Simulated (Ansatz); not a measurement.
Reaction (ligand exchange at a Ge–C bond): `[AlH2][CH2][CH2][GeH3]` + `CNC` → `C[N](C)[GeH3]` + `C[CH2][AlH2]`

Calculated with Ansatz (gas phase, PBE0-D4/def2-TZVP geometries, no zero-point term in ΔE). CCSD(T)/CBS adds triple-zeta CCSD(T) − MP2 to the extrapolated MP2 energy (def2 sets, frozen cores). DFT in def2-TZVPP. B3LYP here is the variant with VWN-RPA as its local correlation; programs differ in this. For Ge outer-core shells are correlated without core-valence functions, which leaves a few kJ/mol of doubt a bond. Scalar relativity is left out up to krypton. Each species was taken in one conformer, which may not be the lowest.

```csv
level,ΔE (kJ/mol),difference from CCSD(T)/CBS
PBE-D4,-12.3,2.6
PBE0-D4,-12.5,2.4
B3LYP-D4,-17.2,-2.3
ωB97X-V,-16.9,-2.0
ωB97M-V,-15.4,-0.5
B2PLYP,-17.0,-2.1
PBE,-10.5,4.4
PBE0,-11.1,3.8
HF/def2-TZVPP,-19.2,-4.3
SCS-MP2/def2-TZVPP,-19.8,-4.9
CCSD/def2-TZVPP,-16.2,-1.3
CCSD(T)/def2-TZVPP,-16.6,-1.7
SCS-MP2/def2-QZVPP,-19.0,-4.1
HF/CBS(def2),-19.8,-4.9
MP2/CBS(def2),-17.0,-2.1
CCSD/CBS(def2),-14.5,0.4
CCSD(T)/CBS,-14.9,0
```

Largest T1 diagnostic among the species: 0.011.
